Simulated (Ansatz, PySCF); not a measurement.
Breaking the O3–H4 bond in GeH2O (SMILES [OH][GeH]) (multiplicity 1 held, fragments rigid). Energies count from the point at 0.963 Å.
Geometry at that point (charge 0, multiplicity 1):
```xyz
4

Ge    -0.23528    -0.20096     0.24734
H     -1.41086    -0.03172    -0.85874
O      1.02523     0.68083    -0.68890
H      0.73803     1.01575    -1.54508
```

Restricted levels (R-, RO-) in cc, def2 and unpolarised 6-31G sets keep to the state of the molecule at rest. Unrestricted levels (U-) break spin symmetry where that is lower. Active spaces are followed from a long bond inwards. Curves can end on different states.

Correlated levels freeze the cores. Filled d and f shells under p-block atoms count as core. Rows in LANL2DZ carry no dispersion term and start afresh at each structure. LANL2DZ brings its own core potentials from Na on.

The values were computed with Ansatz (Gaussian basis) for Hartree–Fock, density functionals and correlated methods; PySCF for LANL2DZ rows. Each number belongs to the level named beside it.

Energies in kJ/mol.

```csv
R (Å),U-HF/LANL2DZ,R-r2SCAN/cc-pVTZ,R-CCSD(T)/cc-pVTZ,"FIC-NEVPT4(SD) on CASSCF(4,3)/cc-pVTZ","FIC-MRCISD+Q on CASSCF(4,3)/cc-pVTZ"
0.771,149,147,147,150,146
0.867,26,28,28,28,27
0.963,0,0,0,0,0
1.059,24,19,20,20,20
1.156,74,61,63,64,64
1.300,167,141,144,146,146
1.445,250,222,224,229,227
1.686,304,338,333,342,337
1.926,319,422,401,414,404
2.215,323,490,435,456,443
2.601,323,544,435,475,461
3.082,322,578,414,479,465
```

Doubts at one or more of the structures used: a spin-contaminated determinant (U-HF/LANL2DZ); a restricted determinant that unrestricted orbitals would lower (R-r2SCAN/cc-pVTZ, R-CCSD(T)/cc-pVTZ); other coupled-cluster roots lie near (R-CCSD(T)/cc-pVTZ); T1 above 0.05 (R-CCSD(T)/cc-pVTZ); active orbitals that take no part (FIC-NEVPT4(SD) on CASSCF(4,3)/cc-pVTZ, FIC-MRCISD+Q on CASSCF(4,3)/cc-pVTZ).

Ansatz is a program for electronic structure.
